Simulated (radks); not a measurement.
Problem. The mean radii <r> (bohr) of the occupied orbitals of an atom or ion are listed with their occupations. Method: Dirac Kohn-Sham, revPBE, spin-unpolarised, spherical densities, point nucleus; computed with a radial shooting solver on a logarithmic mesh with Libxc functionals.

| orbital | occ. | <r> |
|---|---|---|
| 1s1/2 | 2 | 0.02457 |
| 2s1/2 | 2 | 0.1047 |
| 2p1/2 | 2 | 0.08795 |
| 2p3/2 | 4 | 0.09415 |
| 3s1/2 | 2 | 0.2782 |
| 3p1/2 | 2 | 0.2680 |
| 3p3/2 | 4 | 0.2802 |
| 3d3/2 | 4 | 0.2513 |
| 3d5/2 | 6 | 0.2551 |
| 4s1/2 | 2 | 0.6372 |
| 4p1/2 | 2 | 0.6561 |
| 4p3/2 | 4 | 0.6832 |
| 4d3/2 | 4 | 0.7385 |
| 4d5/2 | 6 | 0.7482 |
| 5s1/2 | 2 | 1.504 |
| 5p1/2 | 2 | 1.667 |
| 5p3/2 | 4 | 1.738 |
| 4f5/2 | 1 | 1.056 |

Name the element and its charge. Open shells, if any, fill j = l - 1/2 first.

Solution. Z = 58, cerium, charge +3: Ce3+ in [Xe] 4f1. The 1s radius gives Z: for a bare nucleus <r> = (2 gamma + 1)/(2Z) with gamma = sqrt(1 - (Z/c)^2), 0.02424 bohr for Z = 58, and screening makes it slightly larger (0.02457 here). The occupations add up to 55, and the charge is Z minus that.
